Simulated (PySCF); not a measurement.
**$^{29}$Si chemical shifts**

Gas phase, no relativistic terms, averaged over atoms made equivalent by symmetry, fast rotation or ring inversion, single conformer. Coordinates at the GFN2-xTB level; σ from GIAO-PBE0/pcSseg-1; PySCF 2.14.0 with density-fitted response routines.

Shieldings were converted by a linear fit to measured shifts: $^{29}$Si (scatter 8.9 ppm rms, 25.8 ppm with the 6 outliers that the fit left out vs TMS, solution or neat liquid). A few per cent of atoms miss by over 2 rms, more outside the fitted compound classes.

(1) Give the $^{29}$Si shifts of `C=CC(=C)[Si@H](P)CCC`, `C=C1C[Si@@H](P)[C@H]1C(C)C`, `C[Si@@H]([SiH3])[Si@H]([SiH3])C[SiH3]`, `CC[SiH2][SiH2][SiH2][SiH2][SiH3]`, `C#CCC[Si](N)(N)O[SiH3]`.

(2) Match the shifts -12.3, -22.3, -35.9, -52.6 ppm to `C=C1C[Si@@H](P)[C@@H]1C(C)C`, `CO[C@H]1C=C1[SiH2]CCl`, `CCC#C[Si@H](P)C(C)C`, `CCCC1=CC[Si@H](P)C1`.

Results:

(1) 
```json
{"compound": "C=CC(=C)[Si@H](P)CCC", "environment": "silicon bonded to 2 C, P, H", "δ (ppm)": "-24.6"}
{"compound": "C=C1C[Si@@H](P)[C@H]1C(C)C", "environment": "silicon bonded to 2 C, P, H, in a 4-membered ring", "δ (ppm)": "-23.4"}
{"compound": "[CH3:1][Si@@H:2]([SiH3:3])[Si@H:4]([SiH3:5])[CH2:6][SiH3:7]", "environment": "Si7: silicon bonded to C, 3 H", "δ (ppm)": "-65.0"}
{"compound": "[CH3:1][Si@@H:2]([SiH3:3])[Si@H:4]([SiH3:5])[CH2:6][SiH3:7]", "environment": "Si4: silicon bonded to C, 2 Si, H", "δ (ppm)": "-71.2"}
{"compound": "[CH3:1][Si@@H:2]([SiH3:3])[Si@H:4]([SiH3:5])[CH2:6][SiH3:7]", "environment": "Si2: silicon bonded to C, 2 Si, H", "δ (ppm)": "-74.9"}
{"compound": "[CH3:1][Si@@H:2]([SiH3:3])[Si@H:4]([SiH3:5])[CH2:6][SiH3:7]", "environment": "Si5: silicon bonded to Si, 3 H", "δ (ppm)": "-100.1"}
{"compound": "[CH3:1][Si@@H:2]([SiH3:3])[Si@H:4]([SiH3:5])[CH2:6][SiH3:7]", "environment": "Si3: silicon bonded to Si, 3 H", "δ (ppm)": "-103.2"}
{"compound": "[CH3:1][CH2:2][SiH2:3][SiH2:4][SiH2:5][SiH2:6][SiH3:7]", "environment": "Si3: silicon bonded to C, Si, 2 H", "δ (ppm)": "-60.0"}
{"compound": "[CH3:1][CH2:2][SiH2:3][SiH2:4][SiH2:5][SiH2:6][SiH3:7]", "environment": "Si7: silicon bonded to Si, 3 H", "δ (ppm)": "-103.2"}
{"compound": "[CH3:1][CH2:2][SiH2:3][SiH2:4][SiH2:5][SiH2:6][SiH3:7]", "environment": "Si5: silicon bonded to 2 Si, 2 H", "δ (ppm)": "-110.2"}
{"compound": "[CH3:1][CH2:2][SiH2:3][SiH2:4][SiH2:5][SiH2:6][SiH3:7]", "environment": "Si4: silicon bonded to 2 Si, 2 H", "δ (ppm)": "-112.8"}
{"compound": "[CH3:1][CH2:2][SiH2:3][SiH2:4][SiH2:5][SiH2:6][SiH3:7]", "environment": "Si6: silicon bonded to 2 Si, 2 H", "δ (ppm)": "-114.1"}
{"compound": "[CH:1]#[C:2][CH2:3][CH2:4][Si:5]([NH2:6])([NH2:7])[O:8][SiH3:9]", "environment": "Si5: silicon bonded to C, 2 N, O", "δ (ppm)": "-30.8"}
{"compound": "[CH:1]#[C:2][CH2:3][CH2:4][Si:5]([NH2:6])([NH2:7])[O:8][SiH3:9]", "environment": "Si9: silicon bonded to O, 3 H", "δ (ppm)": "-46.4"}
```

(2) -12.3: CCCC1=CC[Si@H](P)C1 (silicon bonded to 2 C, P, H, in a 5-membered ring); -22.3: C=C1C[Si@@H](P)[C@@H]1C(C)C (silicon bonded to 2 C, P, H, in a 4-membered ring); -35.9: CCC#C[Si@H](P)C(C)C (silicon bonded to 2 C, P, H); -52.6: CO[C@H]1C=C1[SiH2]CCl (silicon bonded to 2 C, 2 H).
